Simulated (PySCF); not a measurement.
## Working out the ionisation energy of Ca

Ca [Ar] 4s2 (1S) → Ca⁺ [Ar] 4s1 (2S). All numbers are calculated (PySCF 2.14, the spin-free X2C one-electron Hamiltonian (Gaussian nucleus), in x2c-QZVPPall with one added diffuse shell each of s, p, d, f type (12s8p5d4f, 89 functions)). Frozen: [Ne]. Energies in hartree (1 hartree = 27.21139 eV):

```csv
part,Ca (lower),Ca⁺ (upper)
UHF,-679.636377,-679.447618
MP2 opposite-spin,-0.179188,-0.153392
MP2 same-spin,-0.062626,-0.057914
```

Problem. What does Hartree-Fock give?

Solution. (-679.447618) − (-679.636377) = 0.188759 hartree = 5.136 eV.

Problem. What do MP2 and SCS-MP2 (6/5 opposite-spin, 1/3 same-spin) give?

Solution. The opposite-spin parts differ by 0.702 eV and the same-spin parts by 0.128 eV. MP2: 5.136 + (0.702) + (0.128) = 5.966 eV. SCS-MP2: 5.136 + 1.2 × (0.702) + (0.128)/3 = 6.021 eV.

Measured between the centres of the two terms (NIST): 6.113 eV, so MP2 (valence and next inner shell) is off by -0.147 eV.

What remains against the reference includes basis incompleteness, the frozen core and correlation beyond second order.
